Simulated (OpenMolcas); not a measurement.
## 4d7 along the 43-electron sequence

- Program: OpenMolcas 26.06
- Method: MS-CASPT2, IPEA 0.25 Eh, imaginary shift 0.1 Eh
- Basis: ANO-R2
- Scalar Hamiltonian: X2C, finite nucleus
- Spin-orbit coupling: RASSI with atomic mean-field integrals over the reference wave functions, term energies averaged over their components

Active space for each ion: 7 electrons in 10 orbitals (4d 5d); closed shells correlated by CASPT2: 4s 4p.

Computed levels in cm-1 above 4F 9/2:

| Level | Rh2+ | Pd3+ | Ag4+ |
| --- | --- | --- | --- |
| 4F 7/2 | 2060 | 2740 | 3480 |
| 4F 5/2 | 3370 | 4410 | 5530 |
| 4F 3/2 | 4190 | 5450 | 6780 |
| 4P 3/2 | 11210 | 12940 | 14360 |
| 4P 5/2 | 11250 | 13240 | 14950 |
| 4P 1/2 | 12610 | 14960 | 17040 |
| 2G 9/2 | 13420 | 15370 | 17170 |
| 2G 7/2 | 15460 | 18040 | 20540 |
| 2H 11/2 | 18090 | 20740 | 23210 |
| weight of 4F in the lowest level (%) | 98 | 97 | 97 |

Mixed levels, with the weight of the term that names them: Pd3+ 4P 3/2 (72 %), Ag4+ 4P 3/2 (67 %).

Measured, with the error of the calculation in %. Measured levels: Rh2+ from the list in Shadmi, J. Res. Natl. Bur. Stand. 70A, 435 (1966); Ag4+ from the list in Gamrath, thesis, University of Mons (2023).

| Level | Rh2+ | Ag4+ |
| --- | --- | --- |
| 4F 7/2 | 2148 (-3.9) | 3690 (-5.7) |
| 4F 5/2 | 3486 (-3.4) | 5816 (-4.9) |
| 4F 3/2 | 4322 (-3.1) | 7097 (-4.5) |
| 4P 3/2 | 10997 (+1.9) | 14204 (+1.1) |
| 4P 5/2 | 11062 (+1.7) | 14899 (+0.3) |
| 4P 1/2 |  | 17067 (-0.1) |
| 2G 9/2 |  | 16875 (+1.8) |
| 2G 7/2 |  | 20442 (+0.5) |
| 2H 11/2 |  | 22532 (+3.0) |

The fine-structure level 4F 3/2 changes by a factor of 1.62 from Rh2+ to Ag4+. Its fourth root runs 8.05, 8.59, 9.07, with steps per unit of Z of 0.55, 0.48; equal steps would mean a (Z - σ)^4 law with constant σ.

4P 3/2 changes by a factor of 1.28 over the same range, with steps per unit of Z of +1730, +1420 cm-1.

CASPT2 does not keep the components of a term degenerate, so their means are used; among the terms shown or strongly mixed into the levels shown the widest spread is 1300 cm-1 (4d7 4F, Rh2+). Active for correlation alone: 5d; no level in the range computed is led by a configuration that fills it, so any true level of that kind is missing. Computed and measured levels are paired by configuration, term and J; levels that our copy of the source lacks, or whose pairing is in doubt (as where it misses far off the trend of its configuration), stay unpaired and out of the deviations. Only configurations of the active space appear.
